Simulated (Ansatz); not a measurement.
`O[SiH](Cl)[SiH2][SiH3]` → `O[Si]Cl` + disilane at 600 K and 1 bar (silylene formation by 1,1-elimination).

Gas-phase electronic energies from Ansatz, PBE0-D4/def2-TZVP geometries. CCSD(T)/CBS is the MP2 limit (def2-TZVPP, def2-QZVPP) plus CCSD(T) − MP2 in def2-TZVPP, frozen cores. This one scheme is used for every species. Each species was taken in one conformer, which may not be the lowest.

```json
{"species": "`O[SiH](Cl)[SiH2][SiH3]`", "CCSD(T)/CBS energy (Eh)": "-1406.49288", "H − E (kJ/mol)": "258.1", "S (J/(mol·K))": "537.7"}
{"species": "`O[Si]Cl`", "CCSD(T)/CBS energy (Eh)": "-824.69782", "H − E (kJ/mol)": "72.4", "S (J/(mol·K))": "323.1"}
{"species": "`[SiH3][SiH3]`", "CCSD(T)/CBS energy (Eh)": "-581.74359", "H − E (kJ/mol)": "174.5", "S (J/(mol·K))": "343.9"}
```

H − E and S are ideal-gas, rigid-rotor, harmonic terms from PBE0-D4/def2-TZVP, for one conformer and one mirror image of each species. 1 Eh = 2625.50 kJ/mol, R = 8.31446 J/(mol·K).

Problem. By hand: ΔE, ΔH, ΔS and ΔG.

Solution. ΔE = (-824.69782) + (-581.74359) − (-1406.49288) = 0.05147 Eh = 135.1 kJ/mol. Δ(H − E) = 72.4 + 174.5 − 258.1 = -11.2, so ΔH = 123.9 kJ/mol. ΔS = 323.1 + 343.9 − 537.7 = 129.3 J/(mol·K). ΔG = 123.9 − 600 × (129.3)/1000 = 46.3 kJ/mol.

Problem. By hand: the equilibrium constant, and the temperature at which ΔG would vanish if ΔH and ΔS stayed fixed.

Solution. log₁₀ K = −ΔG/(RT ln 10) = -4.0. ΔG = 0 at ΔH/ΔS = 958 K.

The number of gas molecules changes by +1, which sets the sign of ΔS. A doubt of 5 kJ/mol in ΔE shifts log₁₀ K by 0.4 here. Other conformers and mirror images would add mixing entropy, several J/(mol·K) or more a flexible species. Modes under 60 cm⁻¹, often nearly free rotors, make the harmonic entropy too high. These are equilibria of isolated gas molecules and say nothing of rates. Largest T1 diagnostic: 0.014 (customary marks: 0.02 for closed shells, 0.045 for open ones).
